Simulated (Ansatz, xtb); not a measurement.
## AlGaH3Sn: which of two structures lies lower

Structure X: a doublet given by its coordinates. Structure Y: a doublet given by its coordinates. Both are isolated molecules in the gas phase, relaxed with B3LYP-D3(BJ)/def2-SVP.

X (Å):

```
atom    x (Å)    y (Å)    z (Å)
  Al  -1.7953   0.1517   1.8295
  Ga  -2.6008   1.2656  -0.6617
  Sn  -3.4419  -1.3790   0.3399
   H  -1.1807   0.1434   3.2888
   H  -1.4834  -1.3061   0.8852
   H  -1.1981   1.3430   0.8179
```

Close contacts (Å): Al1–Ga2 2.85, Al1–Sn3 2.70, Ga2–Sn3 2.95, Al1–H4 1.58, Al1–H5 1.76, Al1–H6 1.67, Ga2–H6 2.04, Sn3–H5 2.03.

Y (Å):

```xyz
6

Al   -1.1658    2.7800    0.2235
Ga   -0.0717    0.4949    1.2390
Sn   -1.3847    2.1870    2.8465
H    -1.3904    3.7037   -1.0521
H     0.8294   -0.6272    0.5721
H    -0.5405    1.3074   -0.4249
```

Close contacts (Å): Al1–Ga2 2.73, Al1–Sn3 2.70, Ga2–Sn3 2.68, Al1–H4 1.59, Al1–H6 1.73, Ga2–H5 1.59, Ga2–H6 1.91.

Energies in hartree; the thermal terms are from B3LYP-D3(BJ)/def2-SVP harmonic frequencies (ideal gas, rigid rotor, one conformer each, 298.15 K, 1 atm) and include the zero-point energy:

|  | X | Y |
| --- | --- | --- |
| E, CCSD(T)/def2-SVP | −2380.321468 | −2380.320364 |
| zero-point energy | 0.020005 | 0.019171 |
| H(298 K) − E | 0.026992 | 0.026791 |
| G(298 K) − E | −0.012972 | −0.014173 |

Work out ΔE, ΔE₀, ΔH and ΔG for X → Y in kJ/mol (1 Eh = 2625.50 kJ/mol) and the equilibrium ratio [Y]/[X].

1. ΔE = −2380.320364 − (−2380.321468) = +0.001104 Eh = +2.90 kJ/mol.
2. ΔE₀ = ΔE + ΔZPE = +0.001104 + (−0.000834) Eh = +0.71 kJ/mol.
3. ΔH = ΔE + (−0.000201) Eh = +2.37 kJ/mol.
4. ΔG = ΔE + (−0.001201) Eh = −0.25 kJ/mol, so ΔS = (ΔH − ΔG)/T = +8.8 J/(mol K).
5. kT = 0.9442 mEh, so K = [Y]/[X] = exp(−ΔG/kT) = exp(+0.10) ≈ 1.1.

The two are too close for this level to say which is favoured. An error of 4 kJ/mol in ΔG would change K by a factor of 5. Mirror images and further conformers aren't counted.

Other levels gave ΔE = +22.6 (B3LYP-D3(BJ)/def2-SVP); −2.5 (HF/def2-SVP); −13.6 (MP2/def2-SVP) kJ/mol. Open shells are spin-unrestricted, with notable spin contamination. The correlated steps freeze 18 core orbitals; the filled d shell of Ga and Sn is correlated, in a basis made for valence electrons. Atoms past krypton carry core potentials in the def2 sets, without spin–orbit terms. Programs: Ansatz 0.2.0.
